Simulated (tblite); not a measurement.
Species: C₆H₁₁O₂ (doublet state).
Numbering: `[CH2:1]=[C:2]([O:3][CH3:4])[C@H:5]([CH3:6])[CH:7][OH:8]` (hydrogens: H9, H10 on C1; H11, H12, H13 on C4; H14 on C5; H15, H16, H17 on C6; H18 on C7; H19 on O8)
Bond orders are those of one Lewis drawing.

Computed with GFN2-xTB (tblite), gas phase: L-BFGS steps from a force-field or distance-geometry start until the largest atomic force falls under 0.01 eV/Å.

Step 20: E = -720.7363 eV
```
atom  x, y, z in Å  |  force x, y, z in eV/Å
C1      1.3123   -1.4832   -0.0388   -0.046   0.026  -0.015
C2      0.4561   -0.4703   -0.0192    0.014  -0.030   0.066
O3      0.6813    0.7798   -0.5404    0.000  -0.028  -0.028
C4      1.9082    0.9997   -1.1908    0.021  -0.006  -0.001
C5     -0.9136   -0.5627    0.6220   -0.032  -0.020   0.017
C6     -2.0056   -0.3136   -0.4453    0.004   0.020   0.012
C7     -1.0305    0.3770    1.7747   -0.013  -0.005  -0.018
O8     -0.6836    1.6924    1.6609    0.001  -0.016   0.000
H9      1.0392   -2.4234    0.4000   -0.003  -0.007   0.011
H10     2.2918   -1.4329   -0.4762    0.012   0.011  -0.013
H11     1.8877    2.0269   -1.5517   -0.026  -0.005   0.009
H12     2.7456    0.8705   -0.4985    0.026   0.010  -0.020
H13     2.0252    0.3152   -2.0361    0.031   0.026  -0.005
H14    -1.0413   -1.5794    1.0004    0.008  -0.019   0.036
H15    -1.9309    0.7022   -0.8217   -0.004   0.024  -0.044
H16    -2.9880   -0.4519   -0.0022   -0.011   0.008   0.004
H17    -1.8897   -1.0113   -1.2721    0.010   0.015   0.004
H18    -1.7393    0.1943    2.5627    0.029  -0.013  -0.007
H19    -0.1347    1.7799    0.8646   -0.023   0.009  -0.010
```

Step 21: E = -720.7368 eV
```
atom  x, y, z in Å  |  force x, y, z in eV/Å
C1      1.3123   -1.4841   -0.0388   -0.014  -0.016  -0.010
C2      0.4554   -0.4730   -0.0170    0.013   0.010   0.038
O3      0.6805    0.7763   -0.5403   -0.012   0.003  -0.024
C4      1.9073    1.0001   -1.1903    0.003  -0.011   0.009
C5     -0.9150   -0.5635    0.6233   -0.007  -0.021   0.016
C6     -2.0039   -0.3125   -0.4456   -0.012   0.022  -0.002
C7     -1.0302    0.3773    1.7749   -0.011  -0.001  -0.015
O8     -0.6836    1.6922    1.6582    0.002  -0.008   0.001
H9      1.0412   -2.4251    0.3989   -0.007  -0.020   0.021
H10     2.2919   -1.4331   -0.4768    0.001   0.017  -0.011
H11     1.8827    2.0283   -1.5496   -0.018  -0.024   0.014
H12     2.7444    0.8714   -0.4976    0.028   0.015  -0.023
H13     2.0252    0.3165   -2.0359    0.036   0.027  -0.012
H14    -1.0433   -1.5792    1.0023    0.001  -0.039   0.041
H15    -1.9252    0.7033   -0.8213   -0.011   0.018  -0.044
H16    -2.9878   -0.4494   -0.0054   -0.012   0.015   0.010
H17    -1.8893   -1.0102   -1.2727    0.019   0.016   0.005
H18    -1.7354    0.1958    2.5661    0.023  -0.019  -0.003
H19    -0.1371    1.7780    0.8601   -0.020   0.012  -0.010
```

Step 22: E = -720.7373 eV
```
atom  x, y, z in Å  |  force x, y, z in eV/Å
C1      1.3121   -1.4853   -0.0390    0.019  -0.053  -0.002
C2      0.4549   -0.4754   -0.0140    0.005   0.041  -0.001
O3      0.6795    0.7728   -0.5407   -0.019   0.023  -0.011
C4      1.9064    1.0004   -1.1896   -0.014  -0.012   0.016
C5     -0.9164   -0.5647    0.6248    0.018  -0.018   0.010
C6     -2.0025   -0.3111   -0.4458   -0.021   0.019  -0.013
C7     -1.0302    0.3774    1.7747   -0.008   0.002  -0.006
O8     -0.6836    1.6920    1.6557    0.002   0.002   0.001
H9      1.0429   -2.4269    0.3982   -0.007  -0.025   0.025
H10     2.2919   -1.4330   -0.4776   -0.016   0.019  -0.005
H11     1.8777    2.0293   -1.5474   -0.009  -0.033   0.015
H12     2.7438    0.8727   -0.4972    0.026   0.019  -0.021
H13     2.0260    0.3183   -2.0359    0.038   0.024  -0.019
H14    -1.0451   -1.5797    1.0050   -0.007  -0.043   0.037
H15    -1.9201    0.7047   -0.8218   -0.017   0.006  -0.035
H16    -2.9878   -0.4467   -0.0082   -0.009   0.023   0.012
H17    -1.8885   -1.0088   -1.2732    0.023   0.015   0.005
H18    -1.7312    0.1969    2.5692    0.013  -0.023   0.006
H19    -0.1398    1.7764    0.8556   -0.017   0.014  -0.012
```

Step 23: E = -720.7379 eV
```
atom  x, y, z in Å  |  force x, y, z in eV/Å
C1      1.3118   -1.4872   -0.0393    0.040  -0.069   0.008
C2      0.4548   -0.4776   -0.0108   -0.006   0.046  -0.038
O3      0.6783    0.7694   -0.5415   -0.016   0.026   0.007
C4      1.9056    1.0004   -1.1889   -0.025  -0.011   0.015
C5     -0.9178   -0.5663    0.6266    0.035  -0.009   0.001
C6     -2.0013   -0.3093   -0.4463   -0.020   0.009  -0.017
C7     -1.0306    0.3776    1.7744   -0.002   0.003   0.003
O8     -0.6836    1.6917    1.6532    0.001   0.010   0.001
H9      1.0446   -2.4295    0.3981   -0.005  -0.020   0.024
H10     2.2917   -1.4325   -0.4786   -0.032   0.015   0.001
H11     1.8720    2.0297   -1.5448    0.001  -0.029   0.012
H12     2.7441    0.8744   -0.4974    0.018   0.020  -0.015
H13     2.0281    0.3208   -2.0365    0.033   0.017  -0.023
H14    -1.0471   -1.5809    1.0086   -0.012  -0.031   0.022
H15    -1.9150    0.7065   -0.8232   -0.021  -0.010  -0.020
H16    -2.9881   -0.4434   -0.0110   -0.002   0.031   0.010
H17    -1.8873   -1.0070   -1.2736    0.024   0.012   0.005
H18    -1.7265    0.1974    2.5729    0.004  -0.026   0.015
H19    -0.1433    1.7750    0.8506   -0.015   0.015  -0.011
```

Q: Estimate the geometry and energy of step 24. (The exact step hangs on the optimiser's Hessian estimate; all steps are aligned on step 23, rigid shifts and turns removed.)

A: E = -720.7384 eV, largest force 0.063 eV/Å
```
atom  x, y, z in Å  |  force x, y, z in eV/Å
C1      1.3115   -1.4895   -0.0393    0.033  -0.051   0.015
C2      0.4549   -0.4793   -0.0087   -0.015   0.021  -0.053
O3      0.6774    0.7669   -0.5423   -0.006   0.011   0.021
C4      1.9050    1.0002   -1.1882   -0.022  -0.006   0.008
C5     -0.9186   -0.5678    0.6282    0.032   0.001  -0.007
C6     -2.0007   -0.3077   -0.4467   -0.008  -0.003  -0.010
C7     -1.0314    0.3778    1.7743    0.005   0.001   0.008
O8     -0.6835    1.6915    1.6515   -0.003   0.012   0.000
H9      1.0460   -2.4323    0.3986   -0.001  -0.008   0.019
H10     2.2910   -1.4317   -0.4796   -0.035   0.006   0.004
H11     1.8672    2.0296   -1.5424    0.010  -0.015   0.005
H12     2.7450    0.8764   -0.4981    0.004   0.018  -0.007
H13     2.0311    0.3234   -2.0378    0.022   0.010  -0.018
H14    -1.0492   -1.5823    1.0123   -0.011  -0.007   0.001
H15    -1.9113    0.7078   -0.8249   -0.022  -0.021  -0.005
H16    -2.9887   -0.4402   -0.0132    0.006   0.035   0.008
H17    -1.8862   -1.0053   -1.2738    0.021   0.007   0.002
H18    -1.7226    0.1974    2.5766    0.002  -0.025   0.016
H19    -0.1469    1.7743    0.8463   -0.013   0.013  -0.009
```

The energy changes by -0.0005 eV. The first-order estimate −F·Δx gives -0.0007 eV and the mean of the old and new forces, exact on a quadratic surface, -0.0005 eV. The step makes an angle of 73° with the force vector and moves no atom by more than 0.006 Å.

The cost below is that of the whole relaxation. Hardware: Arm Neoverse V1, one thread, no GPU, shared host with 32 logical CPUs at a one-minute load of 29. Cost: 0.39 s wall.
